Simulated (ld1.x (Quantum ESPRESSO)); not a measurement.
**Reading a pseudo-wave (bismuth)**

Columns: radius, all-electron u(r) and pseudo u(r) of the 5d shell (level -27.06 eV) of bismuth in the configuration [Xe] 4f14 5d10 6s2 6p3; PBEsol, scalar-relativistic, TM scheme, ld1.x (Quantum ESPRESSO) 7.5.

| r (bohr) | all-electron | pseudo |
| --- | --- | --- |
| 0.090 | 0.3511 | 0.0032 |
| 0.180 | -0.0004 | 0.0247 |
| 0.270 | -0.4500 | 0.0787 |
| 0.360 | -0.4887 | 0.1716 |
| 0.450 | -0.2360 | 0.3008 |
| 0.540 | 0.1125 | 0.4547 |
| 0.630 | 0.4390 | 0.6158 |
| 0.720 | 0.6944 | 0.7647 |
| 0.810 | 0.8687 | 0.8850 |
| 0.900 | 0.9701 | 0.9665 |
| 0.990 | 1.0130 | 1.0065 |
| 1.080 | 1.0129 | 1.0089 |
| 1.170 | 0.9829 | 0.9814 |
| 1.260 | 0.9336 | 0.9333 |
| 1.350 | 0.8729 | 0.8729 |
| 1.440 | 0.8066 | 0.8066 |
| 1.530 | 0.7386 | 0.7386 |
| 1.620 | 0.6715 | 0.6715 |
| 1.710 | 0.6072 | 0.6072 |
| 1.800 | 0.5467 | 0.5467 |
| 1.890 | 0.4904 | 0.4904 |
| 1.980 | 0.4387 | 0.4387 |
| 2.070 | 0.3915 | 0.3915 |
| 2.160 | 0.3487 | 0.3487 |
| 2.250 | 0.3101 | 0.3101 |
| 2.340 | 0.2754 | 0.2754 |

(1) How many radial nodes do the two functions have?

(2) At about which radius was the pseudo-wave matched?

(3) Is the pseudo-wave norm-conserving?

Answers

(1) The all-electron 5d function has n − l − 1 = 2; the pseudo-wave has 0, since the states of the same l below it are removed with the core.

(2) 1.45 bohr. The columns agree to 0.0005 from 1.26 bohr on; several derivatives are matched, so the curves merge somewhat inside the radius.

(3) Yes: the TM scheme keeps the norm inside the radius equal to the all-electron one, which fixes the energy derivative of the logarithmic derivative at the level.
